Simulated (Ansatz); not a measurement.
Diatomic AlZn, multiplicity 2 (the spin of the measured ground state). No spin–orbit coupling. Zn is treated without relativity.

```csv
level,bond energy D_e (kJ/mol)
PBE/def2-TZVPP,48.5
r2SCAN/def2-TZVPP,49.6
B97M-V/def2-TZVPP,42.5
B3LYP/def2-TZVPP,25.2
PBE0/def2-TZVPP,40.4
BHLYP/def2-TZVPP,16.5
CAM-B3LYP/def2-TZVPP,18.9
wB97X-V/def2-TZVPP,22.3
wB97M-V/def2-TZVPP,27.4
```

The rows run from 16.5 (BHLYP/def2-TZVPP) to 49.6 kJ/mol (r2SCAN/def2-TZVPP). The 9 functionals in def2-TZVPP without D3 or D4 span 33.1, from BHLYP to r2SCAN.

D_e counts from the fitted minimum to each atom's lowest state at the same level, without counterpoise.

The values were computed with Ansatz (a quantum-chemistry and plane-wave program).
